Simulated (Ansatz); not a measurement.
Consider the formal exchange of groups at a Ge–Si bond: `CO[Si](C)(F)[GeH3]` + `F[SiH2][AlH2]` → `F[SiH]([AlH2])[GeH3]` + `CO[SiH](C)F`.

Gas-phase electronic energies from Ansatz, PBE0-D4/def2-TZVP geometries. CBS: MP2 limit from def2 TZ/QZ plus the TZ coupled-cluster correction, frozen cores. DFT in def2-TZVPP. B3LYP here is the variant with VWN-RPA as its local correlation; programs differ in this. HSE06 is defined as in plane-wave codes. For Ge outer-core shells are correlated without core-valence functions, which leaves a few kJ/mol of doubt a bond. Scalar relativity is left out up to krypton. One conformer a species, not always the lowest.

```
             level  ΔE (kJ/mol)  difference from CCSD(T)/CBS
       LDA (SPW92)        -11.0                         -0.5
            PBE-D4        -10.5                          0.0
         revPBE-D4         -8.9                          1.6
           BLYP-D4         -8.6                          1.9
         r2SCAN-D4        -12.0                         -1.5
            B97M-V        -13.0                         -2.5
           PBE0-D4        -11.2                         -0.7
          B3LYP-D4         -9.6                          0.9
        r2SCANh-D4        -12.2                         -1.7
        r2SCAN0-D4        -12.4                         -1.9
          HSE06-D4        -11.5                         -1.0
      CAM-B3LYP-D4         -9.3                          1.2
           ωB97X-V         -9.4                          1.1
            B2PLYP        -12.4                         -1.9
          PBE-QIDH        -12.5                         -2.0
               PBE        -13.1                         -2.6
            revPBE        -14.2                         -3.7
              BLYP        -13.5                         -3.0
            r2SCAN        -12.9                         -2.4
              PBE0        -13.6                         -3.1
             B3LYP        -13.6                         -3.1
           r2SCANh        -13.2                         -2.7
           r2SCAN0        -13.5                         -3.0
             HSE06        -13.8                         -3.3
             BHLYP        -13.6                         -3.1
         CAM-B3LYP        -11.9                         -1.4
RPA@PBE/def2-TZVPP         -8.9                          1.6
       HF/def2-SVP        -14.5                         -4.0
      MP2/def2-SVP        -12.1                         -1.6
     CCSD/def2-SVP        -12.2                         -1.7
  CCSD(T)/def2-SVP        -11.6                         -1.1
    MP2/def2-TZVPP        -10.6                         -0.1
SCS-MP2/def2-TZVPP        -10.6                         -0.1
   CCSD/def2-TZVPP        -10.6                         -0.1
CCSD(T)/def2-TZVPP        -10.2                          0.3
     HF/def2-QZVPP        -14.5                         -4.0
    MP2/def2-QZVPP        -10.8                         -0.3
SCS-MP2/def2-QZVPP        -10.9                         -0.4
      HF/CBS(def2)        -14.6                         -4.1
    CCSD/CBS(def2)        -11.0                         -0.5
       CCSD(T)/CBS        -10.5                            0
```

Largest T1 diagnostic among the species: 0.012.

In def2-TZVPP, CCSD(T) changes the Hartree–Fock value by +4.1 kJ/mol (the triples alone add +0.4 kJ/mol) and MP2 by +3.8 kJ/mol. The D4 term adds +4.0 kJ/mol with B3LYP and +2.4 kJ/mol with PBE0; it sums over pairs of atoms, weighted by their polarisabilities, and B3LYP, whose exchange is more repulsive, gets the larger term. Leaving LDA and LC-ωPBE aside and taking each functional with its dispersion term where it has one, the values spread over 4.4 kJ/mol, from B97M-V to BLYP-D4.
